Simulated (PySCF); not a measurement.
Screening by computed properties: pick the candidate that meets the target.

Species are written as SMILES; each is one conformer at its optimised geometry, gas phase, non-relativistic unless stated; the electronic structure was computed with PySCF and density fitting.

Dipoles, sizes and rotational constants follow the conformer. The torsions of the flexible species, by atom-mapped SMILES:
- `[CH3:1][CH2:2][CH2:3][C:4](=[O:5])[O:6][SiH2:7]`: C1–C2–C3–C4 -65°, C2–C3–C4–O5 120°, C3–C4–O6–Si7 179°
- `[F:1][C:2]([F:3])([F:4])[O:5][C@H:6]1[CH:7]=[N:8][CH:9][CH2:10]1`: F1–C2–O5–C6 -179°, C2–O5–C6–C7 87°
- `[CH3:1][C:2](=[O:3])[O:4][Si:5]([CH3:6])[CH3:7]`: C1–C2–O4–Si5 179°, C2–O4–Si5–C6 62°

Question: Wanted: isotropic g value between 2.0027 and 2.006 (unrestricted B3LYP/pcH-1, mean-field spin–orbit) and smallest rotational constant above 1 GHz (GFN2-xTB), at GFN2-xTB geometries. Which candidate meets both?
A. `C[Si@@H]1C=C[CH][CH+]1` [radical]
B. `CC(=O)O[Si](C)C` [radical]
C. `CCCC(=O)O[SiH2]` [radical]
D. `FC(F)(F)O[C@H]1C=N[CH]C1` [radical]
E. `[O]CF` [radical]

Answer: A. Computed values:
```
                           species  isotropic g value  smallest rotational constant
FC(F)(F)O[C@H]1C=N[CH]C1 [radical]            2.00222                     0.751 GHz
         CC(=O)O[Si](C)C [radical]            2.00243                     1.312 GHz
         CCCC(=O)O[SiH2] [radical]            2.00265                     1.163 GHz
  C[Si@@H]1C=C[CH][CH+]1 [radical]            2.00284                     1.861 GHz
                   [O]CF [radical]            2.00967                     9.762 GHz
```
